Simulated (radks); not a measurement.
Spherical quantum dot in the effective-mass picture: electrons in a parabolic well V = omega^2 r^2 / 2 with omega = 2.44, with a point charge +1 (a donor) at the centre, all in effective atomic units (hartree* = m*/eps^2 hartree, bohr* = eps/m* bohr), one dielectric constant everywhere. Method: non-relativistic Kohn-Sham, LDA (Slater exchange, Perdew-Wang correlation), spin-polarised, spherical densities; computed with a radial shooting solver with Libxc functionals. Levels are named by radial order and angular momentum (1s, 1p, 1d, 2s, ...), and open shells are averaged over m. Results are scaled to m* = 0.589 and eps = 15.1, for which hartree* = 70.29 meV and bohr* = 1.357 nm. Each electron was tried in the lowest free levels, single moves between levels near the top were tried too, and the lowest total energy was kept; such a search can miss a lower state. At N = 1 the Hartree and exchange-correlation terms need not cancel, so that row can carry a self-interaction error.

\begin{tabular}{lrrrrrr}
N & open shells & 2S & E (meV) & mu = E(N) - E(N-1) (meV) & addition energy mu(N+1) - mu(N) (meV) & rms radius (nm) \\ \hline
1 & 1s(up 1, down 0) & 1 & 126.151 & 126.15 & 94.22 & 0.9353 \\
2 & none & 0 & 346.524 & 220.37 & 260.6 & 0.9835 \\
3 & 1p(up 1, down 0) & 1 & 827.502 & 480.98 & 55.26 & 1.145 \\
4 & 1p(up 2, down 0) & 2 & 1363.74 & 536.24 & 56.23 & 1.230 \\
5 & 1p(up 3, down 0) & 3 & 1956.21 & 592.47 & 71.76 & 1.289 \\
6 & 1p(up 3, down 1) & 2 & 2620.44 & 664.23 & 51.72 & 1.338 \\
7 & 1p(up 3, down 2) & 1 & 3336.39 & 715.95 & 52.40 & 1.378 \\
8 & none & 0 & 4104.74 & 768.35 & 175.1 & 1.413 \\
9 & 2s(up 1, down 0) & 1 & 5048.14 & 943.41 & 53.13 & 1.469 \\
10 & none & 0 & 6044.68 & 996.54 & 56.55 & 1.517 \\
11 & 1d(up 1, down 0) & 1 & 7097.77 & 1053.1 & 44.27 & 1.558 \\
12 & 1d(up 2, down 0) & 2 & 8195.12 & 1097.4 & 44.10 & 1.595 \\
13 & 1d(up 3, down 0) & 3 & 9336.58 & 1141.5 & 43.85 & 1.628 \\
14 & 1d(up 4, down 0) & 4 & 10521.9 & 1185.3 & 43.55 & 1.659 \\
15 & 1d(up 5, down 0) & 5 & 11750.7 & 1228.9 & 54.38 & 1.687 \\
16 & 1d(up 5, down 1) & 4 & 13034.0 & 1283.2 & 41.72 & 1.713 \\
17 & 1d(up 5, down 2) & 3 & 14358.9 & 1325.0 & 41.60 & 1.738 \\
18 & 1d(up 5, down 3) & 2 & 15725.5 & 1366.6 & 41.41 & 1.762 \\
19 & 1d(up 5, down 4) & 1 & 17133.4 & 1408.0 & 41.18 & 1.784 \\
20 & none & 0 & 18582.6 & 1449.1 & 158.1 & 1.806 \\
21 & 1f(up 1, down 0) & 1 & 20189.9 & 1607.3 & 37.59 & 1.834 \\
22 & 1f(up 2, down 0) & 2 & 21834.7 & 1644.9 & 37.45 & 1.861 \\
23 & 1f(up 3, down 0) & 3 & 23517.1 & 1682.3 & 37.29 & 1.886 \\
24 & 1f(up 4, down 0) & 4 & 25236.7 & 1719.6 & 37.12 & 1.909 \\
25 & 1f(up 5, down 0) & 5 & 26993.4 & 1756.7 & 36.94 & 1.932 \\
26 & 1f(up 6, down 0) & 6 & 28787.0 & 1793.7 & 36.75 & 1.953 \\
27 & 1f(up 7, down 0) & 7 & 30617.5 & 1830.4 & 46.16 & 1.974 \\
28 & 1f(up 7, down 1) & 6 & 32494.0 & 1876.6 & 35.74 & 1.994 \\
29 & 1f(up 7, down 2) & 5 & 34406.3 & 1912.3 & 35.63 & 2.013 \\
30 & 1f(up 7, down 3) & 4 & 36354.3 & 1947.9 & 35.50 & 2.032 \\
31 & 1f(up 7, down 4) & 3 & 38337.7 & 1983.4 & 35.36 & 2.050 \\
32 & 1f(up 7, down 5) & 2 & 40356.5 & 2018.8 & 35.21 & 2.067 \\
33 & 1f(up 7, down 6) & 1 & 42410.5 & 2054.0 & - & 2.084 \\
\end{tabular}

All shells are closed at N = 2, 8, 10, 20 (there: 1s2 1p6 1d10 2s2); the second difference of the energy has clear peaks (12 % above both neighbours; the first and last values, which can be the largest, are not judged, and half-filled shells can peak too) at N = 2, 5, 8, 15, 20, 27.
